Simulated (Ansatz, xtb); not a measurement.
**Isomers of C4H9FOSi2 in order of energy**

3 gas-phase structures of C4H9FOSi2, from a drawn sample of its isomers (lower ones may exist). Each was relaxed with GFN2-xTB; where two conformers were screened, the lower at r2SCAN-D4/def2-SVP is listed:

A. `CC#C[Si@H](F)[SiH2]OC`, a singlet
B. `CCO[Si@H](F)C#C[SiH3]`, a singlet
C. `F/C=C/[Si@@H]1CC[SiH2]O1`, a singlet

Task: Estimate their order in r2SCAN-D4/def2-SVP energy at these geometries, lowest first.

Result: Calculated order at r2SCAN-D4/def2-SVP: C (0.0), B (61.3), A (128.4) kJ/mol.

Energies above the lowest of each column, in kJ/mol; the last columns are at B3LYP/def2-SVP geometries and were run for some of them only (a dash: not run or not comparable):

```tsv
structure	GFN2-xTB	HF/STO-3G	r2SCAN-D4/def2-SVP	B3LYP/def2-SVP	CCSD(T)/def2-SVP + ΔMP2/def2-TZVPP
C	0.0	0.0	0.0	0.0	0.0
B	26.9	144.4	61.3	36.9	31.3
A	44.0	200.1	128.4	–	–
```

Every level run on C puts it lowest or level with the lowest. Some further structures that were screened fall inside this span and aren't listed. Flexible structures stand in one conformer each, not always the lowest. Frequencies (GFN2-xTB) were run for B, C alone. ΔMP2 is the change of the MP2 energy from the smaller to the larger basis.

Programs: Ansatz 0.2.0, xtb 6.7.1.
